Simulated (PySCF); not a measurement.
CH6Cl2OSi2. Atoms are numbered in the order given.

```xyz
12

C      1.9949    -1.3490    -0.3865
Si     0.5750    -0.2465     0.0493
Cl     1.0355     1.7361    -0.3531
Cl     0.1362    -0.3876     2.0696
O     -0.7629    -0.6509    -0.8084
Si    -2.3140    -0.1108    -1.1383
H      1.7368    -2.3969    -0.1688
H      2.8878    -1.0764     0.1954
H      2.2280    -1.2561    -1.4585
H     -2.8311     0.6815     0.0113
H     -2.2924     0.7319    -2.3642
H     -3.1690    -1.3055    -1.3619
```
Charge 0, spin multiplicity 1.

Geometry optimised at B3LYP-D3(BJ)/def2-SVP. Other conformers were not sampled.

Level of theory: PBE/pcSseg-1 run with PySCF.

GIAO shieldings, no solvent; atoms listed in one row are averaged. δ = σ(ref) − σ: ¹³C against TMS (σ = 182.0 ppm); ²⁹Si against TMS (σ = 335.4 ppm); ³⁵Cl against HCl (σ = 936.5 ppm); ¹⁷O against H2O (σ = 334.3 ppm); ¹H against TMS (σ = 31.49 ppm), references at their B3LYP-D3(BJ)/def2-TZVP geometries, non-relativistic (without spin–orbit terms, shifts of atoms bonded to Cl or Br come out too high).

Computed chemical shifts:
```tsv
nucleus	atoms	count	δ (ppm)
¹³C	C1	1	9.7
²⁹Si	Si2	1	9.8
²⁹Si	Si6	1	-35.9
³⁵Cl	Cl3	1	140.9
³⁵Cl	Cl4	1	137.1
¹⁷O	O5	1	90.0
¹H	H10, H11, H12	3	5.46
¹H	H7, H8, H9	3	0.97
```
